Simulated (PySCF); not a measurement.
Excitations are Tamm–Dancoff values on a coarser integration grid. The basis has no diffuse functions, so Rydberg states are missing or too high.

# CH3NOSi, SMILES `O[SiH2]C#N` (C–Si–O–H torsion 58°) (charge 0, multiplicity 1)

All values below come from PBE0-D4/def2-TZVP run with PySCF.

| Item | Value |
|---|---|
| HOMO | -9.61 eV |
| dipole moment | 0.643 e·Å |
| LUMO | -1.16 eV |
| HOMO–LUMO gap | 8.44 eV |
| S1 excitation (TDA) | 6.71 eV |
| S1 oscillator strength | 0.002 |
| T1 excitation (TDA) | 5.70 eV |
| S1–T1 gap (TDA) | 1.01 eV |
| total energy | -459.1770 Ha |
| cost | roughly 60 core-seconds |

```xyz
7

N      2.2442    -1.1182     0.5945
C      1.3263    -0.4921     0.2904
Si    -0.1700     0.5079    -0.1694
O     -1.4340    -0.4804    -0.4672
H      0.1312     1.2268    -1.4195
H     -0.3939     1.4243     0.9712
H     -1.7351    -1.0782     0.2187
```
Charge 0, spin multiplicity 1.
